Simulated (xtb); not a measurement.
Zn(I)(SeH) (HISeZn), SMILES [Zn]([SeH])[I]. All values are semi-empirical tight-binding results from xtb (GFN2-xTB unless named), good for trends rather than for accurate numbers. Geometry: GFN2-xTB. The structure was generated by enumeration; whether it is a known compound was not checked. The values are those of a single conformer.

Optimised geometry:

```xyz
4

Zn     0.2849    -0.4193     0.0000
I     -0.0755     2.0281     0.0000
Se    -0.1684    -2.6981     0.0000
H      1.1821    -3.1737     0.0000
```

For metal compounds this method's bond lengths and energies can be far off.

Computed properties:
The point group as xtb finds it comes out as Cs, the orbital gap comes out as 3.56 eV and the zero-point energy is 4.5 kcal/mol. The G − E(el) at 298.15 K (modified RRHO) is -16.2 kcal/mol.

Q: Give the atomic charges and the Wiberg bond orders between heavy atoms. (An estimate is asked for; the answer gives what the named calculation found.)

A: charges (e) Zn1 0.25, I2 -0.13, Se3 -0.29, H4 0.17. Bond orders Zn1–I2 1.02, Zn1–Se3 0.91.
